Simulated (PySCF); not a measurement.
C5H8NO, SMILES CN1[CH]CCC1=O, multiplicity 2.

Coordinates come from a PBE-D3(BJ)/def2-SVP optimisation. The isomer is the one that the SMILES or the coordinates give; other isomers of the formula were not compared. Other conformers were not sampled.

Two levels are set side by side: PBE/def2-TZVP (PySCF) and PBE0/def2-TZVP (PySCF). Same geometry, gas phase. Differences are taken from unrounded values.

```
quantity                 PBE0   PBE  PBE minus PBE0
-----------------------  ----  ----  --------------
α-spin orbital gap (eV)  5.16  2.95           -2.22
β-spin orbital gap (eV)  6.38  3.62           -2.76
dipole moment (D)        3.22  3.08           -0.14
```

Rough cost on one machine, each run with all the roots and properties that it gave: PBE0 against PBE within a factor of 2.
